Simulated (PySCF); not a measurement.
## `F[C@H]1CC(=S)[C@@H](Cl)C1`, C$_{5}$H$_{6}$ClFS

Geometry:
```json
{"atom": "F1", "x (Å)": "1.044", "y (Å)": "-1.617", "z (Å)": "1.028"}
{"atom": "C2", "x (Å)": "0.706", "y (Å)": "-1.001", "z (Å)": "-0.156"}
{"atom": "C3", "x (Å)": "-0.818", "y (Å)": "-0.980", "z (Å)": "-0.318"}
{"atom": "C4", "x (Å)": "-1.243", "y (Å)": "0.442", "z (Å)": "-0.132"}
{"atom": "S5", "x (Å)": "-2.721", "y (Å)": "1.028", "z (Å)": "-0.413"}
{"atom": "C6", "x (Å)": "-0.073", "y (Å)": "1.248", "z (Å)": "0.336"}
{"atom": "Cl7", "x (Å)": "-0.163", "y (Å)": "1.276", "z (Å)": "2.142"}
{"atom": "C8", "x (Å)": "1.149", "y (Å)": "0.468", "z (Å)": "-0.131"}
{"atom": "H9", "x (Å)": "1.214", "y (Å)": "-1.577", "z (Å)": "-0.937"}
{"atom": "H10", "x (Å)": "-1.282", "y (Å)": "-1.615", "z (Å)": "0.442"}
{"atom": "H11", "x (Å)": "-1.140", "y (Å)": "-1.353", "z (Å)": "-1.291"}
{"atom": "H12", "x (Å)": "-0.098", "y (Å)": "2.288", "z (Å)": "0.016"}
{"atom": "H13", "x (Å)": "1.418", "y (Å)": "0.789", "z (Å)": "-1.138"}
{"atom": "H14", "x (Å)": "2.006", "y (Å)": "0.603", "z (Å)": "0.528"}
```

Level of theory: PySCF 2.14.0, TDDFT B3LYP/def2-SVPD circular dichroism and optical rotation, one conformer, gas phase. Geometry: GFN2-xTB.

States above about 6.6 eV (minus the energy of the highest occupied orbital) lie near or above the ionisation threshold and depend on the basis.

Stereocentres: C2 S, C6 S.

Question: Give the optical rotatory dispersion at 1550, 1064, 780 nm.

Answer: [α] in deg dm⁻¹ (g/mL)⁻¹:
```csv
λ (nm),origin-invariant length gauge,modified velocity gauge,length gauge (centre of mass),isotropic polarisability (au)
1550,+57.0,+55.2,+57.2,93.3
1064,+141.3,+136.6,+141.6,93.8
780,+368.8,+354.9,+369.5,94.8
```

Question: And for the mirror image at 1550 nm?

Answer: -57.0 deg dm⁻¹ (g/mL)⁻¹ (origin-invariant length gauge): the same size and the opposite sign.

Question: What is the molar rotation [Φ] = [α]·M/100 of the geometry above at 1550 nm?

Answer: With M = 152.61 g/mol, +87.0 deg cm² dmol⁻¹ (origin-invariant length gauge).

The first excitation lies at 2.24 eV (552 nm) with R = +5.1 × 10⁻⁴⁰ esu² cm² (velocity form).
